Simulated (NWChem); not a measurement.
System: SiH$_{3}$TeBr; SMILES [SiH3][Te]Br

The following NWChem deck was run.

```
start job
memory heap 200 mb stack 900 mb global 1100 mb
geometry units angstroms noautoz
  Te     0.709115    -0.605517    -0.019807
  Br    -0.248497     1.734523     0.027388
  Si    -1.571052    -1.653783    -0.004590
  H     -1.308398    -3.124753    -0.031017
  H     -2.339006    -1.238152    -1.211956
  H     -2.305538    -1.276275     1.235688
end
basis spherical
  * library def2-svp
end
ecp
  Te library def2-ecp
end
dft
  xc xcamb88 1.00 lyp 0.81 vwn_5 0.19 hfexch 1.00
  cam 0.33 cam_alpha 0.19 cam_beta 0.46
  iterations 150
  vectors input atomic output neutral.movecs
end
task dft energy
charge 1
dft
  odft
  mult 2
  vectors input atomic output cation.movecs
end
task dft energy
```

Structure relaxed at the PBE0/def2-SVP level. Not confirmed as a minimum by frequencies. def2 effective core potentials on Te; no spin-orbit coupling.

Ions are spin-unrestricted doublets at the neutral geometry; other ion states weren't tried.

**Question.** Give the results of this calculation. (CAM-B3LYP/def2-SVP with def2 effective core potentials on Te, vertical spin-unrestricted ions.) Quantities: vertical ionisation energy, ΔSCF (eV); −ε(HOMO) (eV).

**Answer.** 
```json
{
 "vertical ionisation energy, ΔSCF (eV)": "8.57",
 "−ε(HOMO) (eV)": "7.63"
}
```
